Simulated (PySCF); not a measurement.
## Nuclear quadrupole coupling in `NC(=O)C#CC(F)F`

Compound: C₄H₃F₂NO.
SMILES with atom numbers: `[NH2:1][C:2](=[O:3])[C:4]#[C:5][CH:6]([F:7])[F:8]` (hydrogens: H9, H10 on N1; H11 on C6)

Geometry (GFN2-xTB, Å), atoms numbered from 1 in this order:
```xyz
11
C4H3F2NO angstrom
N      2.1463   -0.3817   -1.4259
C      1.6958   -0.5157   -0.1592
O      2.3584   -0.9053    0.7705
C      0.2967   -0.1354   -0.0190
C     -0.8439    0.1450    0.2332
C     -2.2402    0.5138    0.4183
F     -2.4510    1.8055    0.0615
F     -3.0476   -0.2394   -0.3699
H      3.1034   -0.6202   -1.6277
H      1.5551   -0.0524   -2.1683
H     -2.5676    0.3884    1.4645
```

Field gradients from the PBE0/pcSseg-1 density (PySCF, non-relativistic), principal values in atomic units, ordered |Vxx| ≤ |Vyy| ≤ |Vzz|:

```
atom     Vxx     Vyy      Vzz
  N1  0.4363  0.5081  -0.9444
  O3  0.8150  0.8154  -1.6303
```

Find the asymmetry η = (Vxx − Vyy)/Vzz and the couplings χ = eQV/h (234.96 MHz × Q in barn × V in au), with Q(14N) = 0.02044 b, Q(17O) = −0.0256 b.

```json
{"atom": "N1", "environment": "amide nitrogen", "nucleus": "14N", "η": "0.08", "χzz (MHz)": "-4.536", "χxx (MHz)": "2.095", "χyy (MHz)": "2.440"}
{"atom": "O3", "environment": "amide oxygen", "nucleus": "17O", "η": "0.00", "χzz (MHz)": "9.81", "χxx (MHz)": "-4.90", "χyy (MHz)": "-4.90"}
```

The gradient is axial or nearly so (η below 0.05) at O3. 

What is Vzz at O3 in SI units (1 au = 9.71736 × 10²¹ V/m²)?

-1.6303 au = -15.843 × 10²¹ V/m².

What couplings would deuterons (Q(2H) = 0.00286 b) have in place of the hydrogens, at this geometry?

```csv
atom,bonded to,bond length (Å),Vzz (au),η,χzz (kHz)
H9,N1,1.007,0.4116,0.18,277
H10,N1,1.005,0.4162,0.20,280
H11,C6,1.103,0.2604,0.02,175
```

Geometry: GFN2-xTB, one conformer, isolated molecule. GFN2-xTB bond lengths can be off by several hundredths of an ångström, more for odd bonds, and the gradients follow them. With a basis this small, the couplings can be 20 % off.
